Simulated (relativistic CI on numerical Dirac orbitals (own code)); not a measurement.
**Hyperfine structure of Xe³¹⁺, mass number 129**

Computed by Dirac-Coulomb-Breit CI, KLI orbitals optimised for each configuration, a model potential for QED, unscaled Slater integrals (own radial code, finite nucleus).

Configuration list (outside the closed core [Ne]): 3s2 3p6 3d5, 3s2 3p5 3d6, 3s2 3p4 3d7, 3s 3p6 3d6, 3p6 3d7, 3s 3p5 3d7, 3s2 3p6 3d4 4s, 3s2 3p6 3d4 4p, 3s2 3p6 3d4 4d, 3s2 3p5 3d5 4s, 3s2 3p6 3d4 4f, 3s2 3p6 3d3 4s2, 3s 3p6 3d5 4s, 3p6 3d6 4s, 3s2 3p6 3d4 5s, 3s2 3p6 3d3 4p2. Levels of other configurations are missing.

Nuclear spin I = 1/2, μ = -0.77796 μN (tables of Stone and Pyykkö). The electronic factors are computed for point nuclear moments, without core polarisation or the Bohr-Weisskopf and QED corrections.

```
              Level  E (cm⁻¹)  A (MHz)
3s2 3p6 3d5 4G_11/2  164663.8   -26520
 3s2 3p6 3d5 4G_9/2  181186.3   -24200
 3s2 3p6 3d5 4P_1/2  190561.5     6897
 3s2 3p6 3d5 2D_3/2  265637.8   -42830
3s2 3p6 3d5 2I_11/2  267291.2   -27240
 3s2 3p6 3d5 4D_1/2  279172.1   -56350
```

Levels with J = 0, under 50 % of one LS term, or S terms without an open s electron are left out. Small factors come from cancelling terms and can be off by tens of per cent or more.

At this charge energies of transitions that change n are usually good to better than 1 %, and those within a shell (Δn = 0) to a few per cent. Terms inside the open d or f shell come out 10 to 20 % too wide with unscaled integrals.

Question: Give the hyperfine levels of 3s2 3p6 3d5 4G_11/2 relative to its centre of gravity.

Answer: With K = F(F + 1) − I(I + 1) − J(J + 1), E = AK/2: F = 5: 86190, F = 6: -72930 MHz.

LS names give the leading component of a level, which can be under half, so a name can repeat, a term be missing and a line seem to break the LS rules.
